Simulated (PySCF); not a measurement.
C₄H₆BNO, SMILES C=C1OC(=C)B1N.

The structure is a stationary point at r2SCAN-D4/def2-SVP. The structure was generated by enumeration, and PubChem lists no compound with its InChIKey, so it may never have been made. One conformer was computed; it need not be the lowest.

Calculation: M06-2X/def2-TZVP (PySCF).

Isolated molecule, no solvent.

| Item | Result |
|---|---|
| total energy | -310.82600 hartree |
| point group | C2v |
| highest occupied level | -7.54 eV |
| lowest empty level | -0.41 eV |
| orbital gap | 7.13 eV |
| dipole moment | 3.50 D |
| quadrupole, principal values (traceless, Buckingham form, about the centre of nuclear charge) | -10.42, 3.21, 7.21 D·Å |
| mean static polarisability | 74.4 bohr³ (11.02 Å³) |
| polarisability, principal values | 45.1, 72.8, 105.3 bohr³ |
